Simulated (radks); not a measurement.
Question: Sn IV, 47 electrons, occupied as [Kr] 4d10 5s1. All-electron calculation, non-relativistic Kohn-Sham, LDA (Slater exchange, Perdew-Wang correlation), spin-polarised, spherical densities, point nucleus; open shells are filled with parallel spins first (spin-orbit coupling, left out, can overturn this in heavy ions); relativity is left out, which matters for an element this heavy. Program: a radial shooting solver on a logarithmic mesh with Libxc functionals. Some entries of the table are withheld. Estimate them.

orbital  occ.  eigenvalue (hartree)  <r> (bohr)
1s up       1             -1027.853     0.03045
1s down     1             -1027.851     0.03045
2s up       1             -152.6045      0.1315
2s down     1             -152.6037      0.1315
2p up       3             -142.9027      0.1121
2p down     3             -142.9018      0.1121
3s up       1             -30.20525      0.3532
3s down     1             -30.20373      0.3532
3p up       3             -26.19732      0.3440
3p down     3             -26.19581      0.3440
3d up       5             -18.73629      0.3149
3d down     5             -18.73498      0.3149
4s up       1                   (1)      0.8487
4s down     1                   (2)      0.8482
4p up       3              -4.28618      0.8981
4p down     3              -4.28193      0.8971
4d up       5              -2.07266       1.077
4d down     5              -2.06344       1.071
5s up       1                   (3)       2.178
5s down     0                   (4)       2.178

Answer: 
(1) 4s up eigenvalue (hartree): -5.62114
(2) 4s down eigenvalue (hartree): -5.61776
(3) 5s up eigenvalue (hartree): -1.30546
(4) 5s down eigenvalue (hartree): -1.26362
